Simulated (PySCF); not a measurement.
SMILES c1ncccc1C=Cc1ccc[se]1, GFN2-xTB optimised geometry.

```
22

C      0.50    -0.18     0.00
C     -0.84    -0.22     0.00
C     -1.69     0.93     0.00
C     -3.06     0.93     0.00
C     -3.67     2.20     0.00
C     -2.80     3.25     0.00
Se    -1.03     2.70     0.00
C      1.41    -1.30     0.00
C      2.79    -1.07     0.00
C      3.67    -2.14     0.00
C      3.14    -3.42     0.00
N      1.84    -3.66     0.00
C      1.01    -2.64     0.00
H      0.97     0.80     0.00
H     -1.36    -1.17     0.00
H     -3.63     0.02     0.00
H     -4.74     2.33     0.00
H     -3.05     4.29     0.00
H      3.17    -0.05     0.00
H      4.74    -1.98     0.00
H      3.78    -4.29     0.00
H     -0.04    -2.90     0.00
```

Density from CAM-B3LYP/def2-SVP (PySCF) at that geometry.

Minimum of the electron density along straight lines between bonded atoms, close to the bond critical point (lines longer than 1.1 times the sum of covalent radii, or with two minima, are not listed):

```csv
bond,length / Å,ρ at the minimum / e bohr⁻³,∇²ρ there / e bohr⁻⁵,position (fraction from the first atom)
C1–C2,1.343,0.336,-0.88,0.50
C2–C3,1.430,0.289,-0.73,0.49
C3–C4,1.373,0.319,-0.80,0.51
C4–C5,1.409,0.301,-0.77,0.50
C5–C6,1.359,0.325,-0.83,0.49
C3–Se7,1.886,0.166,-0.19,0.49
C6–Se7,1.851,0.176,-0.21,0.49
C1–C8,1.444,0.283,-0.71,0.50
C8–C9,1.400,0.307,-0.78,0.50
C9–C10,1.381,0.317,-0.83,0.50
C10–C11,1.388,0.315,-0.83,0.50
C11–N12,1.323,0.352,-1.02,0.35
C8–C13,1.402,0.308,-0.79,0.50
N12–C13,1.317,0.356,-1.00,0.65
C1–H14,1.088,0.279,-1.04,0.63
C2–H15,1.082,0.283,-1.09,0.64
C4–H16,1.077,0.283,-1.09,0.64
C5–H17,1.077,0.284,-1.10,0.64
C6–H18,1.075,0.284,-1.12,0.65
C9–H19,1.082,0.284,-1.09,0.64
C10–H20,1.079,0.284,-1.10,0.64
C11–H21,1.082,0.288,-1.14,0.64
C13–H22,1.082,0.288,-1.13,0.64
```
